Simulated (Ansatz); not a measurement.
C$_{3}$H$_{8}$AlBO. Total charge 0; spin multiplicity 1. The bonds changed during the relaxation, so this is another structure than the one it started from. All single points use the PBE0-D4/def2-TZVP geometry. It is one conformer, not always the lowest.

```xyz
14

B    -0.920    0.835    1.972
O    -0.288    0.519    0.818
C    -0.980   -0.071   -0.408
C     0.126   -0.191   -1.387
C     1.194   -1.200   -0.887
Al    1.424    0.559   -0.139
H    -0.256    1.337    2.827
H    -2.090    0.609    2.068
H    -1.423   -1.000   -0.024
H    -1.758    0.634   -0.696
H    -0.174   -0.168   -2.429
H     0.826   -2.109   -0.404
H     1.916   -1.445   -1.666
H     2.402    1.691    0.353
```

**Question.** What is the dipole moment at ωB97M-V/def2-TZVPP? (Best estimate.)

**Answer.** Ansatz gave: 2.22 D, with components (-1.96, 0.50, 0.91) D in this frame, pointing from negative to positive charge.

**Question.** And with PBE, r2SCAN, B3LYP? (Best estimate.)

**Answer.** Computed: PBE 1.86 D, r2SCAN 2.04 D, B3LYP 2.11 D.

**Question.** Give the Mulliken charges with ωB97M-V, r2SCAN, PBE in def2-TZVPP. (Estimate.)

**Answer.** Ansatz gave: 
```json
{"atom": "B1", "ωB97M-V": "0.03", "r2SCAN": "0.15", "PBE": "0.06"}
{"atom": "O2", "ωB97M-V": "-0.21", "r2SCAN": "-0.21", "PBE": "-0.11"}
{"atom": "C3", "ωB97M-V": "-0.06", "r2SCAN": "0.10", "PBE": "0.00"}
{"atom": "C4", "ωB97M-V": "-0.24", "r2SCAN": "-0.23", "PBE": "-0.18"}
{"atom": "C5", "ωB97M-V": "-0.38", "r2SCAN": "-0.32", "PBE": "-0.29"}
{"atom": "Al6", "ωB97M-V": "0.28", "r2SCAN": "0.35", "PBE": "0.20"}
{"atom": "H7", "ωB97M-V": "0.08", "r2SCAN": "0.01", "PBE": "0.02"}
{"atom": "H8", "ωB97M-V": "0.08", "r2SCAN": "0.01", "PBE": "0.02"}
{"atom": "H9", "ωB97M-V": "0.13", "r2SCAN": "0.06", "PBE": "0.09"}
{"atom": "H10", "ωB97M-V": "0.14", "r2SCAN": "0.08", "PBE": "0.12"}
{"atom": "H11", "ωB97M-V": "0.08", "r2SCAN": "0.05", "PBE": "0.07"}
{"atom": "H12", "ωB97M-V": "0.06", "r2SCAN": "0.02", "PBE": "0.04"}
{"atom": "H13", "ωB97M-V": "0.08", "r2SCAN": "0.05", "PBE": "0.06"}
{"atom": "H14", "ωB97M-V": "-0.08", "r2SCAN": "-0.12", "PBE": "-0.09"}
```

B3LYP here is the variant with VWN-RPA as its local correlation; programs differ in this.
